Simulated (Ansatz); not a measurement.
`[OH][GaH][O][SiH3]` + H₂ → `[SiH3][O][GaH2]` + H₂O at 600 K and 1 bar (hydrogenolysis of a Ga–O bond).

Computed with Ansatz on PBE0-D4/def2-TZVP structures; ΔE is electronic, products minus reactants. CCSD(T)/CBS adds triple-zeta CCSD(T) − MP2 to the extrapolated MP2 energy (def2 sets, frozen cores). This one scheme is used for every species. For Ga outer-core shells are correlated without core-valence functions, which leaves a few kJ/mol of doubt a bond. Scalar relativity is left out up to krypton. Each species was taken in one conformer, which may not be the lowest.

| species | CCSD(T)/CBS energy (Eh) | H − E (kJ/mol) | S (J/(mol·K)) |
| --- | --- | --- | --- |
| `[OH][GaH][O][SiH3]` | -2366.47032 | 191.8 | 448.2 |
| H₂ | -1.17544 | 43.9 | 150.8 |
| `[SiH3][O][GaH2]` | -2291.24790 | 163.6 | 406.9 |
| H₂O | -76.37941 | 76.8 | 212.8 |

H − E and S are ideal-gas, rigid-rotor, harmonic terms from PBE0-D4/def2-TZVP, for one conformer and one mirror image of each species. For small species the MP2-based limit differs from directly extrapolated CCSD(T) by up to some mEh (0.8 for H₂); such offsets cancel only in part. 1 Eh = 2625.50 kJ/mol, R = 8.31446 J/(mol·K).

Task: By hand: ΔE, ΔH, ΔS and ΔG.

Result: ΔE = (-2291.24790) + (-76.37941) − (-2366.47032) − (-1.17544) = 0.01845 Eh = 48.4 kJ/mol. Δ(H − E) = 163.6 + 76.8 − 191.8 − 43.9 = 4.7, so ΔH = 53.1 kJ/mol. ΔS = 406.9 + 212.8 − 448.2 − 150.8 = 20.7 J/(mol·K). ΔG = 53.1 − 600 × (20.7)/1000 = 40.7 kJ/mol.

Task: By hand: the equilibrium constant, and the temperature at which ΔG would vanish if ΔH and ΔS stayed fixed.

Result: log₁₀ K = −ΔG/(RT ln 10) = -3.5. ΔG = 0 at ΔH/ΔS = 2565 K, far beyond where these terms or the molecules hold.

ΔH outweighs TΔS. A doubt of 5 kJ/mol in ΔE shifts log₁₀ K by 0.4 here. Other conformers and mirror images would add mixing entropy, several J/(mol·K) or more a flexible species. These are equilibria of isolated gas molecules and say nothing of rates. Largest T1 diagnostic: 0.014 (customary marks: 0.02 for closed shells, 0.045 for open ones).
